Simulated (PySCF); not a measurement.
# Pd (palladium, neutral): UHF calculation

Configuration: [Kr] 4d10, closed-shell 1S. All numbers are calculated (PySCF 2.14, scalar relativity by spin-free X2C-1e, in x2c-TZVPPall).

| Property | Result |
| --- | --- |
| Total energy | -5042.741768 hartree |
| One-electron energy | -6963.3633 hartree |
| Hartree (Coulomb) energy | 2063.6220 hartree |
| Exchange energy | -143.0005 hartree |
| ⟨S²⟩ | 0.0000 |
| ⟨L²⟩ | 0.000 |
| Sum of ⟨r⟩ | 31.38 bohr |
| Sum of ⟨r²⟩ | 42.97 bohr² |
| Langevin diamagnetic susceptibility | -34.0 ×10⁻⁶ cm³/mol |

```tsv
shell	electrons	mean orbital energy (eV)	rms radius, mean of both spins (bohr)
1s	2	-24474.0	0.0365
2s	2	-3656.4	0.150
2p	6	-3272.7	0.133
3s	2	-694.63	0.403
3p	6	-565.08	0.406
3d	10	-359.00	0.389
4s	2	-104.46	1.02
4p	6	-65.367	1.13
4d	10	-8.924	1.74
```

Densities and radii are taken from the X2C orbitals without a picture-change correction, which distorts them close to the nucleus.

Spin-orbit constants ζ (cm⁻¹) from the X2C one-electron operator on these orbitals: bare nucleus, nucleus screened by l(l+1)(2l+1)/3 electrons, and screened by the Breit-Pauli mean field of the electrons.

| shell | bare | screened nucleus | mean field |
| --- | --- | --- | --- |
| 2p | 860200 | 822800 | 806300 |
| 3p | 151900 | 145300 | 141900 |
| 3d | 22240 | 17400 | 16640 |
| 4p | 22190 | 21220 | 20660 |
| 4d | 1716 | 1343 | 1243 |
